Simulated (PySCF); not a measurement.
Magnetic susceptibility: SMILES C=CC(=C)[C@@H]1C[C@H]1F, C$_{7}$H$_{9}$F

Geometry:
```tsv
atom	x (Å)	y (Å)	z (Å)
C1	1.967	-0.718	-1.127
C2	1.796	0.155	-0.141
C3	0.510	0.655	0.330
C4	0.441	1.499	1.360
C5	-0.709	0.202	-0.398
C6	-2.036	0.020	0.289
C7	-1.259	-1.171	-0.166
F8	-1.718	-1.871	-1.245
H9	1.144	-1.140	-1.677
H10	2.950	-1.047	-1.419
H11	2.657	0.545	0.386
H12	1.327	1.831	1.874
H13	-0.495	1.892	1.717
H14	-0.750	0.542	-1.428
H15	-2.928	0.277	-0.261
H16	-2.104	0.188	1.352
H17	-0.799	-1.846	0.546
```

Level of theory: GIAO B3LYP/pcSseg-1 magnetisability, rotational g tensor and spin-rotation constants, non-relativistic, gas phase in PySCF. Geometry: GFN2-xTB.

Q: What are the magnetisability and the molar susceptibility?

A: Isotropic -1206 × 10⁻³⁰ J/T², or -72.6 × 10⁻⁶ cm³/mol; principal values -1396, -1204, -1017 × 10⁻³⁰ J/T², anisotropy 328 × 10⁻³⁰ J/T² (root of half the summed squared differences of the principal values). The susceptibility is in cgs units.

Q: Split it along the inertial axes a, b, c into diamagnetic and paramagnetic parts about the centre of mass, with the quadrupole moment.

A: 
```csv
axis,χ (10⁻⁶ cm³/mol),diamagnetic (10⁻⁶ cm³/mol),paramagnetic (10⁻⁶ cm³/mol),summed x² of all electrons (Å²),quadrupole Θ (D Å)
a,-68.2,-523.4,455.2,167.7,-2.73
b,-65.8,-793.4,727.6,104.1,+3.27
c,-83.8,-1153.0,1069.2,19.3,-0.53
```
Anisotropies 2χaa − χbb − χcc = +13.3 and 2χbb − χaa − χcc = +20.3 × 10⁻⁶ cm³/mol. Θ is traceless in Buckingham's convention.

Q: And the rotational g tensor?

A: 
```
axis  rotational constant (GHz)        g  nuclear part  electronic part
   a                     2.9446  -0.0222        0.6075          -0.6297
   b                     1.6639  -0.0171        0.5516          -0.5687
   c                     1.1211  -0.0009        0.5623          -0.5632
```
Asymmetric top; isotopes 12C, 19F, 1H; no vibrational averaging.
